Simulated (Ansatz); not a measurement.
CH5BO2 (`COBO`) from Hartree–Fock to CCSD(T)

Cartesian coordinates in Å:
```
C -0.131 -0.712 1.147
O -0.522 -0.115 -0.070
B 0.350 0.591 -0.831
O -0.073 1.148 -1.992
H 0.928 -0.539 1.357
H -0.314 -1.787 1.095
H -0.728 -0.295 1.961
H 1.495 0.738 -0.507
H -1.004 0.971 -2.160
```

The species carries charge 0 and has multiplicity 1. Geometry: relaxed with PBE0-D4/def2-TZVP. It is one conformer, not always the lowest. Frozen core, restricted reference, Ansatz 0.2.0. CBS rows extrapolate triple and quadruple zeta; past MP2 they add the triple-zeta difference.

```
     basis     HF (Eh)  MP2 corr.
  def2-SVP  -215.12059   -0.59697
def2-TZVPP  -215.37770   -0.75115
def2-QZVPP  -215.38838   -0.80773
```

Estimate the CCSD correlation energy and the (T) correction in each basis where they were run (hartree).


| basis | CCSD corr. | (T) |
| --- | --- | --- |
| def2-SVP | -0.63130 | -0.01523 |
| def2-TZVPP | -0.77642 | -0.02778 |
| CBS(def2) | -0.87492 | as TZ |
